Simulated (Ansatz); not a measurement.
Total energies of CH₄Cl₂OSi (`OC(Cl)[SiH2]Cl`).

```xyz
9

O     0.0465   -1.6052   -0.6804
C     0.4437   -0.2882   -0.7221
Cl    2.1985   -0.0865   -0.2752
Si   -0.5549    0.8448    0.4293
Cl   -0.6308   -0.1589    2.2227
H    -0.0353   -1.8791    0.2421
H     0.3868    0.0331   -1.7629
H    -1.9432    0.9793   -0.0719
H     0.0886    2.1608    0.6184
```

Total charge 0; spin multiplicity 1. The geometry is a stationary point of PBE0-D4/def2-TZVP. It is one conformer, not always the lowest. Basis def2-TZVPP, Ansatz 0.2.0.

RPA on PBE orbitals: Hartree–Fock energy of these orbitals -1323.05290 Eh, correlation -1.49566 Eh (frozen core).

```tsv
functional	energy without D4 (Eh)	D4 term (kJ/mol)
LDA (SPW92)	-1320.71945	–
revPBE	-1325.49217	-70.4
BLYP	-1325.71462	-54.0
B3LYP	-1325.81055	-40.1
r2SCAN0	-1325.58769	-7.0
HSE06 (plane-wave form)	-1325.18119	-19.6
BHLYP	-1325.69552	-31.8
CAM-B3LYP	-1325.74702	-21.4
LC-ωPBE	-1325.35000	–
ωB97X-V	-1325.54302	–
```

Problem. Give the same for PBE, r2SCAN, B97M-V, PBE0, r2SCANh, ωB97M-V, B2PLYP, PBE-QIDH. (An estimate is asked.)

Solution. Computed: 
| functional | energy without D4 (Eh) | D4 term (kJ/mol) |
| --- | --- | --- |
| PBE | -1325.10233 | -24.6 |
| r2SCAN | -1325.61421 | -5.8 |
| B97M-V | -1325.42381 | – |
| PBE0 | -1325.20872 | -20.9 |
| r2SCANh | -1325.60309 | -6.3 |
| ωB97M-V | -1325.65325 | – |
| B2PLYP | -1325.29420 | – |
| PBE-QIDH | -1324.94198 | – |

B3LYP takes the VWN-RPA correlation (the form of Gaussian; ORCA's B3LYP/G). HSE06 is the plane-wave form, built on full-range PBE exchange. The double hybrids freeze the cores in their second-order part.

LC-ωPBE has ω = 0.4 bohr⁻¹.
